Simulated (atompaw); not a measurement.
## Logarithmic derivatives: N (Z = 7), PAW (atompaw)

| Quantity | Value |
| --- | --- |
| Element | N (Z = 7) |
| Generator | atompaw 4.2.0.5 |
| Type | PAW |
| Functional | PBEsol |
| Relativity | scalar-relativistic |
| Frozen core | [He] |
| Valence charge | 5 |
| Reference configuration | 2s1 2p4 |
| Partial waves | 2s (bound): rc 2.25 bohr; 2s channel at -0.95 Ry: rc 1.15 bohr; 2p (bound): rc 2.25 bohr; 2p channel at 1.05 Ry: rc 2.25 bohr |
| Local potential | troulliermartins scheme with l = 2 at 0 Ry, radius 2.00 bohr |
| Core correction | smooth core density matched at 2.25 bohr |
| Augmentation charge | sinc compensation charge, radius 2.15 bohr; PAW radius 2.25 bohr; waves and projectors: custom rrkj gramschmidtortho |

The phase is arctan(r·u′/u) with u = r·R(r), unwrapped; energies in Ry, scanned from -3 to 5 Ry. A pole is an energy at which the radial function vanishes at the test radius. The pseudo phase is shifted by a multiple of π to meet the all-electron one at the reference energy, and phase errors are pseudo minus all-electron; the curves can meet again beyond the range given. Levels narrower than the energy grid can be missing from the lists of poles.

```tsv
channel	radius (bohr)	reference energy (Ry)	poles, all-electron	poles, pseudo	unbroken range about the reference energy with phases within 0.05 rad	phase error 1 Ry above the reference energy (rad)
s	2.27	-1.39	-1.00	-1.00	below 2.0	-0.000
p	2.27	-0.55	-0.09	-0.09, 4.51	below 2.0	-0.001
```

Phases in the p channel:

```tsv
E (Ry)	all-electron	pseudo
-3.00	1.298	1.291
-2.76	1.283	1.276
-2.52	1.265	1.259
-2.28	1.244	1.237
-2.04	1.216	1.208
-1.80	1.178	1.171
-1.56	1.123	1.115
-1.32	1.032	1.024
-1.08	0.852	0.844
-0.84	0.358	0.350
-0.60	-0.767	-0.767
-0.36	-1.346	-1.347
-0.12	-1.554	-1.556
0.12	-1.663	-1.665
0.36	-1.738	-1.740
0.60	-1.800	-1.801
0.84	-1.861	-1.861
1.08	-1.926	-1.926
1.32	-2.005	-2.006
1.56	-2.108	-2.114
1.80	-2.255	-2.276
2.04	-2.481	-2.543
2.28	-2.830	-2.992
2.52	-3.296	-3.559
2.76	-3.729	-3.990
3.00	-4.027	-4.245
3.24	-4.216	-4.398
3.48	-4.339	-4.498
3.72	-4.424	-4.569
3.96	-4.487	-4.623
4.20	-4.535	-4.667
4.44	-4.573	-4.703
4.68	-4.604	-4.735
4.92	-4.631	-4.765
```
